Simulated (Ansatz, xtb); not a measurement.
# Relative energy of two isomers of C6H9N

We compare X, `C=C1C=NCCC1`, a singlet, with Y, `Cc1ccc(C)[nH]1`, a singlet. Both are isolated molecules in the gas phase, relaxed with B3LYP-D3(BJ)/def2-SVP; the shapes shown needn't be the lowest conformers.

X (Å):

```yaml
atoms:
  - { symbol: C, position_ang: [-0.9231, -2.1122, -2.8510] }
  - { symbol: C, position_ang: [-0.5201, -0.9989, -2.2176] }
  - { symbol: C, position_ang: [-1.1413, -0.6099, -0.9340] }
  - { symbol: C, position_ang: [0.3214, 1.2054, -0.5832] }
  - { symbol: C, position_ang: [1.3064, 0.5554, -1.5578] }
  - { symbol: C, position_ang: [0.5479, -0.0642, -2.7343] }
  - { symbol: N, position_ang: [-0.8050, 0.3708, -0.1898] }
  - { symbol: H, position_ang: [-0.4749, -2.4295, -3.7968] }
  - { symbol: H, position_ang: [-1.7192, -2.7391, -2.4382] }
  - { symbol: H, position_ang: [-1.9858, -1.2344, -0.5979] }
  - { symbol: H, position_ang: [0.8388, 1.5262, 0.3364] }
  - { symbol: H, position_ang: [-0.0961, 2.1322, -1.0222] }
  - { symbol: H, position_ang: [2.0422, 1.2974, -1.9067] }
  - { symbol: H, position_ang: [1.8698, -0.2339, -1.0300] }
  - { symbol: H, position_ang: [0.0606, 0.7434, -3.3122] }
  - { symbol: H, position_ang: [1.2215, -0.5890, -3.4292] }
```

Y (Å):

```yaml
atoms:
  - { symbol: C, position_ang: [2.1211, -0.8046, -1.9716] }
  - { symbol: C, position_ang: [0.9486, -0.2847, -1.2072] }
  - { symbol: C, position_ang: [0.5113, 1.0073, -0.9783] }
  - { symbol: C, position_ang: [-0.6703, 0.9324, -0.1786] }
  - { symbol: C, position_ang: [-0.9310, -0.4038, 0.0651] }
  - { symbol: C, position_ang: [-2.0241, -1.0673, 0.8359] }
  - { symbol: N, position_ang: [0.0614, -1.1250, -0.5664] }
  - { symbol: H, position_ang: [1.8175, -1.4567, -2.8100] }
  - { symbol: H, position_ang: [2.8090, -1.3891, -1.3347] }
  - { symbol: H, position_ang: [2.6935, 0.0327, -2.3946] }
  - { symbol: H, position_ang: [0.9951, 1.9088, -1.3501] }
  - { symbol: H, position_ang: [-1.2707, 1.7652, 0.1835] }
  - { symbol: H, position_ang: [-1.6366, -1.6655, 1.6800] }
  - { symbol: H, position_ang: [-2.6286, -1.7439, 0.2055] }
  - { symbol: H, position_ang: [-2.7024, -0.3093, 1.2519] }
  - { symbol: H, position_ang: [0.1294, -2.1344, -0.5605] }
```

Q: Estimate E(Y) − E(X) at the level CCSD(T)/def2-SVP + ΔMP2/def2-TZVPP.

A: Calculated at CCSD(T)/def2-SVP + ΔMP2/def2-TZVPP: E(Y) − E(X) = −0.826 eV, so structure Y lies lower.

How the difference moves with the method:

```tsv
level	geometry	E(Y) − E(X) (eV)	departure from the last row (eV)	job, with rough time for the two
GFN2-xTB	GFN2-xTB	−1.040	−0.214	optimisation, 0.16 s
HF/STO-3G	GFN2-xTB	−0.762	+0.063	single point, 0.62 s
r2SCAN-D4/def2-SVP	GFN2-xTB	−1.089	−0.264	single point, 5 s
B3LYP-D3(BJ)/def2-SVP	B3LYP-D3(BJ)/def2-SVP	−0.974	−0.149	optimisation, 41 s
HF/def2-SVP	B3LYP-D3(BJ)/def2-SVP	−0.854	−0.029	part of the CCSD(T) run
MP2/def2-SVP	B3LYP-D3(BJ)/def2-SVP	−1.113	−0.288	part of the CCSD(T) run
CCSD(T)/def2-SVP	B3LYP-D3(BJ)/def2-SVP	−0.849	−0.023	single point
CCSD(T)/def2-SVP + ΔMP2/def2-TZVPP	B3LYP-D3(BJ)/def2-SVP	−0.826		single point, 2 min
```

As drawn, Y has 3 C∷C, 2 C∷N, 1 N–H in place of 1 C=C, 2 C–C, 1 C=N, 1 C–N, 1 C–H (∷ is an aromatic bond). Structure X has a 6-membered ring, Y a 5-membered ring (with an aromatic ring).

The levels shown agree on the order. The largest departure from CCSD(T)/def2-SVP + ΔMP2/def2-TZVPP is that of MP2/def2-SVP, 0.288 eV. The last row adds to CCSD(T) the change of the MP2 difference between the two basis sets, here +0.023 eV.

With thermal terms from frequencies at re-optimised GFN2-xTB minima (ideal gas, soft modes damped towards free rotors, one conformer each, 298.15 K, 1 atm): on the last row, ΔE + ΔZPE = −0.843, ΔH = −0.813, ΔG = −0.866 eV.

The correlated steps freeze 7 core orbitals. Codes used: Ansatz 0.2.0, xtb 6.7.1; the last row on 2 threads of Intel(R) Xeon(R) Platinum 8488C (Sapphire Rapids) on a shared host.
